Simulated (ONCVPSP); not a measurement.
# Which change was made? (C, ONCV)

* Element: C (Z = 6)
* Generator: ONCVPSP 4.0.1
* Type: optimised norm-conserving Vanderbilt (ONCV)
* Functional: LDA (Perdew-Wang 92)
* Relativity: scalar-relativistic
* Frozen core: [He]
* Valence charge: 4
* Reference configuration: 2s2 2p2
* Partial waves: 2s: rc 1.00 bohr, ncon 5, nbas 8, qcut 7.7 1/bohr, 2 projectors, debl 0.5 Ha; 2p: rc 2.70 bohr, ncon 4, nbas 9, qcut 6 1/bohr, 2 projectors, debl 3.4 Ha
* Local potential: polynomial inside 0.80 bohr (lpopt 1, dvloc0 4 Ha)
* Core correction: Teter function, fcfact 2.25, rcfact 1.7

In the s channel the program set the typed energies aside and used -0.501, 0.250 Ha.

Cutoffs, loose and tight: the cutoffs (Ha) at which the residual kinetic energy of the hardest occupied pseudo-wave falls to 1 and 0.1 mHa per electron. They do not see the model core or the augmentation charge, which bear on the density cutoff. Test errors are all-electron minus pseudo excitation energies from the reference, over the configurations 2s2 2p1; 2s2 2p0; 2s1 2p0; 2s1 2p2; variants that change the core or the reference have their own tests.

The base gives: outcome: generated, projector energies reset by the program; cutoff, loose: 20 Ha; cutoff, tight: 114 Ha; bound ghosts: s; GHOST(+) flags above zero: none; largest test error (meV): +1282.

Question: After one change the result is: outcome: generated, projector energies reset by the program; cutoff, loose: 39 Ha; cutoff, tight: 56 Ha; bound ghosts: s; GHOST(+) flags above zero: none; largest test error (meV): +1282. Which change was it?
A. s: qcut 11.4
B. s: qcut 4.5
C. s: qcut 6.1

Answer: A. The others give: s: qcut 4.5 → outcome: generated, projector energies reset by the program; cutoff, loose: 40 Ha; cutoff, tight: 101 Ha; bound ghosts: none; GHOST(+) flags above zero: s; largest test error (meV): +1290 | s: qcut 6.1 → outcome: generated, projector energies reset by the program; cutoff, loose: 19 Ha; cutoff, tight: 68 Ha; bound ghosts: none; GHOST(+) flags above zero: s; largest test error (meV): +1290.
